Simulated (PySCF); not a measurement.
PySCF 2.14 output of a UHF calculation on a single atom or ion in cc-pVTZ-DK (6s5p3d1f, 43 functions), with the spin-free X2C one-electron Hamiltonian (Gaussian nucleus):

```
SCF conv_tol = 1e-09
number electrons alpha = 18  beta = 17
cycle= 1 E= -2787.69276531556  delta_E= -0.00563  |g|= 0.0308  |ddm|= 0.0668
cycle= 2 E= -2787.69334454274  delta_E= -0.000579  |g|= 0.0107  |ddm|= 0.0221
cycle= 3 E= -2787.69342581253  delta_E= -8.13e-05  |g|= 0.000586  |ddm|= 0.0139
cycle= 4 E= -2787.69342612444  delta_E= -3.12e-07  |g|= 0.000161  |ddm|= 0.00175
cycle= 5 E= -2787.69342614278  delta_E= -1.83e-08  |g|= 5.14e-05  |ddm|= 0.000372
cycle= 6 E= -2787.69342614519  delta_E= -2.41e-09  |g|= 8.02e-06  |ddm|= 0.000161
cycle= 7 E= -2787.69342614525  delta_E= -6.09e-11  |g|= 9.55e-07  |ddm|= 2.5e-05
converged SCF energy = -2787.69342614525  <S^2> = 0.75743307  2S+1 = 2.0074193
```

The run itself started from symmetry-adapted Hartree-Fock orbitals and held the occupation by maximum overlap, so the iterations belong to that start.

Task: Which element, charge and spin multiplicity is this?

Result: Kr⁺ (krypton, charge +1), multiplicity 2; the state was [Ar] 3d10 4s2 4p5, 2P determinant.
